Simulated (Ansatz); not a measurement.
`C=C(O)CC=O` + `CB(C)O` → `CB(C)OC=O` + `C=C(C)O`  (substitution at a C–C bond)

Calculated with Ansatz (gas phase, PBE0-D4/def2-TZVP geometries, no zero-point term in ΔE). CCSD(T)/CBS adds triple-zeta CCSD(T) − MP2 to the extrapolated MP2 energy (def2 sets, frozen cores). DFT in def2-TZVPP. B3LYP here is the variant with VWN-RPA as its local correlation; programs differ in this. Each species was taken in one conformer, which may not be the lowest.

```csv
level,ΔE (eV)
PBE-D4,-0.22
r2SCAN-D4,-0.28
PBE0-D4,-0.22
B3LYP,-0.24
HF/def2-TZVPP,-0.29
MP2/def2-TZVPP,-0.18
HF/def2-QZVPP,-0.29
CCSD/CBS(def2),-0.16
```

(1) What does CCSD(T)/CBS give? (Best estimate.)

Largest T1 diagnostic among the species: 0.014.

## Answers

(1) Computed: -0.17 eV. The listed levels differ from it by -0.05, -0.11, -0.05, -0.07, -0.12, -0.01, -0.12, 0.01 eV.

In def2-TZVPP, CCSD(T) changes the Hartree–Fock value by +0.11 eV (the triples alone add −0.00 eV) and MP2 by +0.11 eV.
